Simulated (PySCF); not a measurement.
Work out the structure from these simulated measurements.

Formula: C6H4N2.

- Dipole: 5.84 D [B97-2/pcSseg-2]
- NMR, other nuclei: isotropic shieldings of nuclei other than C and H, by class: -99 (1 N), -41 (1 N) ppm [GIAO B97-2/pcSseg-2]
- 13C NMR: chemical shifts (computed TMS as zero) by class: 158.6 (1 C), 143.3 (1 C), 142.6 (1 C), 135.9 (1 C), 131.2 (1 C), 124.2 (1 C) ppm [GIAO B97-2/pcSseg-2]
- 1H NMR: chemical shifts (computed TMS as zero) by class: 9.01 (1 H), 7.92 (1 H), 7.84 (1 H), 7.53 (1 H) ppm [GIAO B97-2/pcSseg-2]
- Rotational structure: rotational constants A, B, C: 5.913, 1.615, 1.268 GHz [PBE0-D3(BJ)/def2-TZVP]

The electronic properties come from PySCF, for the isolated species, density fitting. Levels stand in brackets. Geometry: PBE0-D3(BJ)/def2-TZVP; no solvent, vibrations or thermal averaging. Each NMR value is the plain mean over a class of atoms that symmetry, rotation or inversion makes alike.

Question: Propose a structure and show how it fits.

Answer: Numbering: `[N:1]#[C:2][c:3]1[cH:4][cH:5][cH:6][cH:7][n:8]1`. Its formula, C6H4N2, gives 6 degrees of unsaturation: 1 ring and 5 π bonds in the structure found (Kekulé form). 6 carbons fall into 6 classes; from least to most shielded: aromatic CH next to a ring nitrogen [C7] (158.6 ppm), substituted aromatic carbon [C3] (143.3 ppm), aromatic CH carbon [C5] (142.6 ppm), aromatic CH carbon [C4] (135.9 ppm), aromatic CH carbon [C6] (131.2 ppm), nitrile carbon [C2] (124.2 ppm). Hydrogen classes from least to most shielded: 1 H on an aromatic CH next to a ring nitrogen, C7 (9.01 ppm), 1 H on an aromatic CH carbon, C5 (7.92 ppm), 1 H on an aromatic CH carbon, C4 (7.84 ppm), 1 H on an aromatic CH carbon, C6 (7.53 ppm). The other shieldings belong to: -99 ppm, pyridine-type nitrogen [N8]; -41 ppm, nitrile nitrogen [N1]. The optimised geometry has point group Cs and is an asymmetric top. Structure: `N#CC1=CC=CC=N1`. Computed isomers that give other values at the same levels: `N#Cc1ccncc1` (13C chemical shifts (computed TMS as zero) by class: 158.9 (2 C), 132.0 (2 C), 127.5 (1 C), 123.8 (1 C) ppm); `N#Cc1cccnc1` (13C chemical shifts (computed TMS as zero) by class: 162.5 (1 C), 160.2 (1 C), 146.9 (1 C), 128.4 (1 C), 123.6 (1 C), 116.4 (1 C) ppm). The assignments are read from this structure; whether some other isomer fits the data as well wasn't checked.
